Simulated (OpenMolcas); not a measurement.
Ta3+: input and output

Ta3+ with its 6 nearest fluoride ions at 1.998 Å, on the Ga site of K2NaGaF6 (a = 8.246 Å, distance in the model lattice 1.938 Å). The rest of the host is ab initio model potentials to 7.6 Å, with orthogonalisation functions on the cations behind the ligands, and point charges beyond; the distance is set by hand and nothing relaxes. Ligand basis ANO-RCC-VDZP.

Input, with the lattice sites abridged:

```
&GATEWAY
Basis set
Ta.ANO-RCC-VTZP.
Ta1 0.0 0.0 0.0 Angstrom
End of basis
Basis set
F.ANO-RCC-VDZP.
L1 1.998000 0.000000 0.000000 Angstrom
L2 0.000000 1.998000 0.000000 Angstrom
L3 0.000000 0.000000 1.998000 Angstrom
End of basis
Basis set
Na.EMB-AIMP.Barandiaran.6s3p.1s1p.ECP.K2NaGaF6.
PseudoCharge
* 3 symmetry-unique lattice sites within 7.6 angstrom
End of basis
Basis set
K.EMB-AIMP.Barandiaran.0s.0s.ECP.K2NaGaF6.
PseudoCharge
* 16 symmetry-unique lattice sites within 7.6 angstrom
End of basis
Basis set
Na.EMB-AIMP.Barandiaran.0s.0s.ECP.K2NaGaF6.
PseudoCharge
* 4 symmetry-unique lattice sites within 7.6 angstrom
End of basis
Basis set
F.EMB-AIMP.Barandiaran.0s.0s.ECP.K2NaGaF6.
PseudoCharge
* 39 symmetry-unique lattice sites within 7.6 angstrom
End of basis
Basis set
Ga.EMB-AIMP.Barandiaran.0s.0s.ECP.K2NaGaF6.
PseudoCharge
* 6 symmetry-unique lattice sites within 7.6 angstrom
End of basis
Symmetry
XYZ
AngMom=0.0 0.0 0.0
AMFI
RICD
XField
1521 Angstrom 0
* Evjen-weighted lattice charges
&SEWARD
* reference wave functions (RASSCF and RASSI steps not shown): 2 electrons in 5 orbitals (5d)
>>> COPY JOB001 $Project.JobIph
&CASPT2
Multistate=10 1 2 3 4 5 6 7 8 9 10
NoMult
Frozen=17 18
IPEA=0.25
Imaginary=0.1
MaxIter=60
WThr=0.0 0.3 0.05
PrWF=0.5
NoMix
>>> COPY JOB002 $Project.JobIph
&CASPT2
Multistate=15 1 2 3 4 5 6 7 8 9 10 11 12 13 14 15
NoMult
Frozen=17 18
IPEA=0.25
Imaginary=0.1
MaxIter=60
WThr=0.0 0.3 0.05
PrWF=0.5
NoMix
```

Launched by
```bash
OMP_NUM_THREADS=1 MOLCAS_MEM=2457 MOLCAS_PROJECT=a pymolcas a.inp > a.log  # once for each step of the input, in one work folder
```

Output, cut to the results:

```
--- CASPT2 ---
Orbital specifications:
      -----------------------

      Symmetry species                           1   2
                                                ag  au
      Frozen orbitals                           17  18
      Inactive orbitals                         13  16
      Active orbitals                            5   0
      Secondary orbitals                        70  73
      Deleted orbitals                           0   0
      Number of basis functions                105 107
Type of calculation                        SS-CASPT2
      Fock operator                              state-specific
      IPEA shift                                 0.25
      Real shift                                 0.00
      Imaginary shift                            0.10
      The input orbitals will be transformed to quasi-canonical
Reference energy:      -16188.5483343740
      E2 (Non-variational):      -1.8308614650
      Shift correction:          -0.0008442875
      E2 (Variational):          -1.8317057526
      Total energy:          -16190.3800401266
      Residual norm:              0.0000001550
      Reference weight:           0.75440
      Contributions to the CASPT2 correlation energy
      Active & Virtual Only:         -0.0043311336
      One Inactive Excited:          -0.0946406164
      Two Inactive Excited:          -1.7318897151
Reference energy:      -16188.5483343736
      E2 (Non-variational):      -1.8308837931
      Shift correction:          -0.0008444709
      E2 (Variational):          -1.8317282641
      Total energy:          -16190.3800626377
      Residual norm:              0.0000001557
      Reference weight:           0.75439
      Contributions to the CASPT2 correlation energy
      Active & Virtual Only:         -0.0043309162
      One Inactive Excited:          -0.0946631948
      Two Inactive Excited:          -1.7318896821
::    CASPT2 Root  1     Total energy: -16190.38004013
::    CASPT2 Root  2     Total energy: -16190.38006264
::    CASPT2 Root  3     Total energy: -16190.38005415
::    CASPT2 Root  4     Total energy: -16190.21847714
::    CASPT2 Root  5     Total energy: -16190.21847638
::    CASPT2 Root  6     Total energy: -16190.21847970
::    CASPT2 Root  7     Total energy: -16190.18911035
::    CASPT2 Root  8     Total energy: -16190.18914019
::    CASPT2 Root  9     Total energy: -16190.18914209
::    CASPT2 Root 10     Total energy: -16190.04997269
--- CASPT2 ---
Orbital specifications:
      -----------------------

      Symmetry species                           1   2
                                                ag  au
      Frozen orbitals                           17  18
      Inactive orbitals                         13  16
      Active orbitals                            5   0
      Secondary orbitals                        70  73
      Deleted orbitals                           0   0
      Number of basis functions                105 107
Type of calculation                        SS-CASPT2
      Fock operator                              state-specific
      IPEA shift                                 0.25
      Real shift                                 0.00
      Imaginary shift                            0.10
      The input orbitals will be transformed to quasi-canonical
Reference energy:      -16188.5060604522
      E2 (Non-variational):      -1.8380520124
      Shift correction:          -0.0008693480
      E2 (Variational):          -1.8389213604
      Total energy:          -16190.3449818126
      Residual norm:              0.0000001014
      Reference weight:           0.75226
      Contributions to the CASPT2 correlation energy
      Active & Virtual Only:         -0.0098743629
      One Inactive Excited:          -0.0954948609
      Two Inactive Excited:          -1.7326827886
Reference energy:      -16188.5060604518
      E2 (Non-variational):      -1.8379789543
      Shift correction:          -0.0008684752
      E2 (Variational):          -1.8388474295
      Total energy:          -16190.3449078813
      Residual norm:              0.0000000924
      Reference weight:           0.75231
      Contributions to the CASPT2 correlation energy
      Active & Virtual Only:         -0.0098742787
      One Inactive Excited:          -0.0954233306
      Two Inactive Excited:          -1.7326813450
::    CASPT2 Root  1     Total energy: -16190.34498181
::    CASPT2 Root  2     Total energy: -16190.34490788
::    CASPT2 Root  3     Total energy: -16190.34526225
::    CASPT2 Root  4     Total energy: -16190.34524034
::    CASPT2 Root  5     Total energy: -16190.34499964
::    CASPT2 Root  6     Total energy: -16190.29977762
::    CASPT2 Root  7     Total energy: -16190.18230440
::    CASPT2 Root  8     Total energy: -16190.18234288
::    CASPT2 Root  9     Total energy: -16190.18116169
::    CASPT2 Root 10     Total energy: -16190.16942833
::    CASPT2 Root 11     Total energy: -16190.16970992
::    CASPT2 Root 12     Total energy: -16190.16971563
::    CASPT2 Root 13     Total energy: -16190.01381054
::    CASPT2 Root 14     Total energy: -16190.01380703
::    CASPT2 Root 15     Total energy: -16189.97345915
```

Spin-orbit levels above the lowest (labels of O, the rotations of Oh), with the averaged single-state CASPT2 energies on the diagonal:

| E (cm-1) | Degeneracy | Label | 2S+1 |
| --- | --- | --- | --- |
| 0 | 2 | E | 3 |
| 170 | 3 | T2 | 3 |
| 3090 | 3 | T1 | 3 |
| 3920 | 1 | A1 | 3 |
| 9590 | 3 | T2 | 1 |
| 9820 | 2 | E | 1 |
| 19820 | 1 | A1 | 1 |
| 36420 | 1 | A2 | 3 |
| 36960 | 3 | T2 | 3 |
| 37880 | 3 | T1 | 3 |
| 37940 | 2 | E | 3 |
| 42540 | 1 | A1 | 3 |
| 43220 | 3 | T1 | 3 |
| 43610 | 3 | T2 | 3 (60 %) |
| 45070 | 2 | E | 3 |
| 46800 | 3 | T2 | 1 (59 %) |
| 48570 | 3 | T1 | 1 |
| 74950 | 3 | T2 | 3 |
| 82790 | 2 | E | 1 |
| 91680 | 1 | A1 | 1 |

Roots that are degenerate in the reference are averaged as groups; the widest CASPT2 spread within a group is 260 cm-1 (the 3-fold group of multiplicity 1 near 43500 cm-1 above the lowest state of its run). Shifts and gaps below about the spread of the groups concerned are not significant. Over all roots computed the reference weight is 0.74 to 0.75; a low but even weight reflects the number of correlated electrons. An orbital triplet at a regular site is open to Jahn-Teller coupling, which can distort the site and quench the lowest spin-orbit gaps and is left out. The least metal-like active orbital is 79 % on the metal (Löwdin) and no ligand orbital is active, so the numbers are rough. Ligand-to-metal charge-transfer states are missing. With no ligand orbital active B as a rule stays too high, so bands that hang on it stand too high and its fall with covalency is understated. With one d shell and no ligand orbital active, 10Dq can be off by a tenth or more. No measured value stands beside these numbers; the geometry was set by hand and not optimised.

The CASPT2 steps took 4.6 min on 1 thread of Intel(R) Xeon(R) Platinum 8488C (Sapphire Rapids), with other jobs on the host; the integral step is not counted.
